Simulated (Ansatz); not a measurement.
```yaml
crystal:
  periodic: [false, false, false]
  atoms:
    - {symbol: Ru, position_ang: [-1.787826, 0.029204, -0.178087]}
    - {symbol: Ru, position_ang: [0.112444, 1.000602, -0.920311]}
    - {symbol: Ru, position_ang: [1.786875, -0.037711, 0.185906]}
    - {symbol: Al, position_ang: [0.038189, -1.529928, -0.656310]}
    - {symbol: Al, position_ang: [-0.149672, 0.537842, 1.568792]}
basis:
  gaussian: {orbitals: STO-3G, nuclear_model: gaussian}
magnetization: {spin_polarized: true, initial_magnetization: 2}
hamiltonian: {xc: {name: r2SCAN}}
scf: {omitted_lower_state_checks: [starts]}
output: {forces: true}
```

```sh
$ ansatz run in.yaml --threads 4 --pin off --events-out ev --progress --plain --max-ram 4787MiB
```

Shortened log:

```
Functional definition: r2SCAN
1201 factors; integrals over basis functions are off by at most 7.0e-4 eV
mean field evaluation 1: about -372184.1999 eV, gradient 3.8e1 eV
mean field evaluation 2: about -371885.9177 eV, gradient 1.7e2 eV
mean field evaluation 4: about -372172.0931 eV, gradient 7.2e1 eV
mean field evaluation 8: about -372196.3111 eV, gradient 6.3e-1 eV
mean field evaluation 16: about -372197.7870 eV, gradient 1.2e-1 eV
a density is far from that of the atoms, so the factors are made again for it
1336 factors; integrals over basis functions are off by at most 4.2e-5 eV
mean field evaluation 32: about -372197.8585 eV, gradient 9.5e-2 eV
mean field -372197.78758339 eV, -13678.0164089681 hartree, gradient 4.1e-7 eV, S^2 5.335312; 0 other end points of the search recorded, 0 dependent functions left out
reference -372197.78759283 eV, -13678.0164093150 hartree; 80, 78 occupied and 19, 21 virtual orbitals, 1336 factors
WARN: the results are in doubt because the forces break the atoms' symmetry
Total energy: -372197.78759283 eV, -13678.0164093150 hartree
Atom 0 at    -1.787826     0.029204    -0.178087 Å, force     1.865547     0.691416    -0.485023 eV/Å
Atom 1 at     0.112444     1.000602    -0.920311 Å, force    -1.259090    -2.325964     2.054957 eV/Å
Atom 2 at     1.786875    -0.037711     0.185906 Å, force    -0.846140     0.160830    -0.220990 eV/Å
Atom 3 at     0.038189    -1.529928    -0.656310 Å, force     0.064471     1.346746    -0.018299 eV/Å
Atom 4 at    -0.149672     0.537842     1.568792 Å, force     0.175213     0.126972    -1.330645 eV/Å
Dipole moment:     0.056464    -0.585182     0.548551 e Å
In doubt: the forces break the atoms' symmetry
Checks for a lower state left out: starts
```

Run time 57 s (4 threads of Arm Neoverse V1 on a shared host).

The program marks the result for the charge 0 triplet as doubtful (asymmetric forces). The charge 0 triplet is spin-contaminated (final ⟨S²⟩ up to 5.34, 2.00 for a pure state).
